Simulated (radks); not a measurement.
Values are calculated unless marked as measured or tabulated.
Initial-state core-level shifts of the cadmium ion Cd+ when its valence configuration changes from [Kr] 4d10 5s1. Code: a radial shooting solver on a logarithmic mesh with Libxc functionals. Model: Dirac Kohn-Sham, PBEsol, spin-unpolarised, spherical densities, finite nucleus; open shells fill j = l - 1/2 first; Fermi nuclear charge, rms radius 4.6087 fm. Shifts are changes of the shell-averaged eigenvalues in eV (positive: less bound); the change of the density at the nucleus, which sets a Mossbauer isomer shift, is in e/bohr^3, on a base of 1.593e+05.

| valence | 1s | 2p | 3d | 4p | density at nucleus |
|---|---|---|---|---|---|
| 4d9.5 5s1.5 | -2.624 | -2.771 | -2.736 | -2.372 | +18.12 |
| 4d9 5s1 5p1 | -6.763 | -7.037 | -6.974 | -6.207 | +8.86 |
| 4d10 5p1 | -1.478 | -1.434 | -1.455 | -1.493 | -27.18 |
| 4d9 5s0.5 5p1.5 | -7.443 | -7.701 | -7.648 | -6.887 | -6.50 |
| 4d8 5s1 5p2 | -13.740 | -14.362 | -14.181 | -12.386 | +19.23 |
| 4d9.5 5s1 5p0.5 | -3.356 | -3.484 | -3.459 | -3.108 | +4.24 |
| 4d10 5s0.5 5p0.5 | -0.749 | -0.727 | -0.737 | -0.756 | -13.35 |
| 4d9 5s2 | -5.348 | -5.658 | -5.575 | -4.794 | +38.20 |
| 4d8.5 5s1.5 5p1 | -9.556 | -10.010 | -9.885 | -8.636 | +29.81 |
